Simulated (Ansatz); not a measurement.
(NMe2)3Sn-NH-SiH3 (C₆H₂₂N₄SiSn). The state is a singlet with charge 0. Geometry PBE-D4/def2-SVP; atoms count from 1.

```xyz
34

Sn   -0.101    0.018   -0.239
N    -0.921    0.908    1.423
C    -1.386    0.055    2.500
C    -1.725    2.100    1.230
N     1.125   -1.419    0.581
C     2.057   -1.018    1.615
C     1.591   -2.514   -0.246
N     0.598    1.615   -1.353
C     0.952    1.397   -2.741
C     1.463    2.563   -0.676
N    -1.321   -1.025   -1.543
Si   -2.426   -2.284   -1.035
H    -0.775   -0.869    2.558
H    -2.458   -0.256    2.392
H    -1.302    0.579    3.482
H    -2.814    1.882    1.072
H    -1.368    2.675    0.352
H    -1.659    2.768    2.122
H     3.065   -0.721    1.222
H     2.230   -1.854    2.335
H     1.655   -0.161    2.194
H     2.582   -2.318   -0.731
H     0.861   -2.734   -1.051
H     1.709   -3.443    0.362
H     2.015    1.075   -2.892
H     0.818    2.333   -3.333
H     0.307    0.621   -3.201
H     1.383    3.571   -1.147
H     2.548    2.283   -0.702
H     1.168    2.671    0.388
H    -1.634   -0.441   -2.327
H    -1.796   -2.972    0.145
H    -3.795   -1.796   -0.614
H    -2.645   -3.288   -2.141
```

In the def2 sets Sn takes a core potential; there is no spin–orbit coupling. Single mean-field runs in def2-TZVP are fitted with def2-universal-jkfit.

**Question.** Estimate the Mulliken populations of the heavy atoms from the PBE0/def2-TZVP orbitals of Ansatz.

**Answer.** 
```json
{"atom": "Sn1", "charge (e)": "1.12"}
{"atom": "N2", "charge (e)": "-0.39"}
{"atom": "C3", "charge (e)": "-0.32"}
{"atom": "C4", "charge (e)": "-0.31"}
{"atom": "N5", "charge (e)": "-0.38"}
{"atom": "C6", "charge (e)": "-0.32"}
{"atom": "C7", "charge (e)": "-0.31"}
{"atom": "N8", "charge (e)": "-0.38"}
{"atom": "C9", "charge (e)": "-0.30"}
{"atom": "C10", "charge (e)": "-0.32"}
{"atom": "N11", "charge (e)": "-0.72"}
{"atom": "Si12", "charge (e)": "0.22"}
```
Mulliken values depend strongly on the basis.

**Question.** And the Mayer bond orders between heavy atoms (over 0.3)?

**Answer.** Sn1–N2 0.92 (2.06 Å); Sn1–N5 0.90 (2.06 Å); Sn1–N8 0.88 (2.07 Å); Sn1–N11 0.83 (2.07 Å); N2–C3 0.98 (1.45 Å); N2–C4 0.98 (1.45 Å); N5–C6 0.97 (1.45 Å); N5–C7 0.98 (1.45 Å); N8–C9 0.99 (1.45 Å); N8–C10 0.97 (1.45 Å); N11–Si12 1.14 (1.75 Å).
